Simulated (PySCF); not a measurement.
Compounds:

A. `c1(OC)ccoc1`
B. SMILES F[C@H]1COCCO1
C. `FC(F)OC1=CCOC1`
D. `InChI=1S/C8H9OP/c1-6-4-10-5-7(2)8(6)3-9/h3-5H,1-2H3`

Spectrum 1. 1H NMR (500 MHz, computed): δ 6.69 (m, 1H), 5.18 (m, 2H), 5.00 (s, 2H), 4.96 (t, 1H). 13C{1H} NMR (computed): δ 157.1 (C), 122.9 (CH), 104.5 (CH), 80.5 (CH2), 77.5 (CH2).

Spectrum 2. 1H NMR (500 MHz, computed): δ 7.33 (m, 1H), 7.00 (m, 1H), 6.45 (m, 1H), 3.83 (s, 3H). 13C{1H} NMR (computed): δ 159.6 (C), 146.6 (CH), 125.2 (CH), 110.8 (CH), 58.4 (CH3).

Spectrum 3. 1H NMR (500 MHz, computed): δ 5.42 (dq, J = 56.9, 1.3 Hz, 1H), 4.65 (tdd, J = 11.9, 2.8, 1.0 Hz, 1H), 4.04 (dd, J = 12.2, 6.3 Hz, 1H), 3.92 (td, J = 11.9, 2.7 Hz, 1H), 3.78 (ddd, J = 11.7, 2.8, 1.1 Hz, 1H), 3.72 (ddd, J = 34.4, 12.2, 1.7 Hz, 1H), 3.49 (dd, J = 11.7, 2.7 Hz, 1H). 13C{1H} NMR (computed): δ 108.6 (CH, d, J = 278.0 Hz), 72.3 (CH2, d, J = 27.0 Hz), 69.6 (CH2), 64.1 (CH2, d, J = 3.5 Hz).

Spectrum 4. 1H NMR (500 MHz, computed): δ 11.17 (s, 1H), 8.97 (m, 2H), 3.05 (s, 6H). 13C{1H} NMR (computed): δ 198.5 (CH), 165.7 (CH), 152.9 (C), 131.6 (C), 29.6 (CH3).

- GFN2-xTB geometry
- spin–spin couplings from B3LYP/pcJ-1 (spin–dipole term left out of most H,H and C,H couplings)
- shieldings: GIAO PBE0/pcSseg-1
- run in PySCF 2.14
- one averaged value for each set of equivalent atoms, one conformer, non-relativistic, isolated molecule

References, each an isolated molecule treated in the same way: 1H, 13C vs TMS. Multiplet labels drop J under 1 Hz and among equivalent protons, and merge close values. Unscaled 3J(H,H) run several per cent high. Splittings of carbon signals by F and P are missing where no couplings were computed. Where no couplings were computed, multiplicities follow the n + 1 count of equivalent neighbours, and m marks all less simple cases (inequivalent or close neighbours, rings, F or P nearby). One-bond C–F couplings are unscaled and too large by tens of Hz. Shifts are as computed. Against solution values, carbons near 30 ppm lie about +3 ppm off and those near 130 ppm about +5 ppm. Of 1211 compounds with measured shifts, 218 miss one by over three times the rms of a fit or turn the order of signals round; such compounds aren't used in these exercises.

Task: Which spectrum belongs to which compound?

Result: 1–C, 2–A, 3–B, 4–D.

- Spectrum 1 (C): 5 13C signals; δC 157.1 is an alkene carbon bearing oxygen; δC 122.9 is an sp3 CH bonded to 2 F and O.
- Spectrum 2 (A): 5 13C signals; δC 159.6 is an aromatic carbon bearing oxygen; δC 110.8 is an aromatic CH.
- Spectrum 3 (B): 4 13C signals; δC 108.6 is an sp3 CH bonded to F and O; δC 72.3 is an sp3 CH2 bonded to O.
- Spectrum 4 (D): 5 13C signals; δC 198.5 is an aldehyde carbonyl carbon; δC 29.6 is a methyl carbon on an aromatic ring.
